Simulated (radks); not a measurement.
Values are calculated unless marked as measured or tabulated.
Neutral iridium inside a hard spherical wall (all orbitals vanish at R), configuration held at [Xe] 4f14 5d7 6s2 and not refilled when levels cross. Code: a radial shooting solver on a logarithmic mesh with Libxc functionals. Model: scalar-relativistic Kohn-Sham, PBE, spin-polarised, spherical densities, point nucleus; open shells are filled with parallel spins first (spin-orbit coupling, left out, can overturn this in heavy ions). Eigenvalues in eV for spin up, with the zero of energy where the potential of the charges vanishes at infinity; a dash marks a level that is unbound or too diffuse for the functional's potential to be trusted. A positive occupied level is held by the wall or, in an anion where self-interaction has pushed it up, behind a barrier. The pressure on the wall is -dE/dV.

R (bohr),E (hartree),kinetic (hartree),e(4f),e(5p),e(5d),e(6s),"e(6p, empty)","e(7s, empty)",pressure (GPa)
free,-17827.6003,19825.569,-62.214,-55.412,-7.942,-6.742,-1.360,-,0
12,-17827.6003,19825.570,-62.213,-55.411,-7.941,-6.740,-1.335,0.716,0.000242
7,-17827.5924,19825.638,-61.883,-55.083,-7.635,-6.448,-0.449,6.082,0.490
5,-17827.4892,19826.249,-59.810,-53.101,-5.838,-4.393,3.311,20.405,14.2
3,-17825.3392,19835.358,-43.231,-38.875,8.581,18.882,36.404,109.03,1020
2.5,-17821.9036,19848.670,-28.273,-26.733,23.068,47.533,73.169,191.50,4220
2,-17810.9129,19888.852,2.936,0.511,57.743,122.75,162.57,373.91,22900
1.5,-17766.2889,20037.191,78.093,84.185,162.79,356.28,421.44,858.68,185000
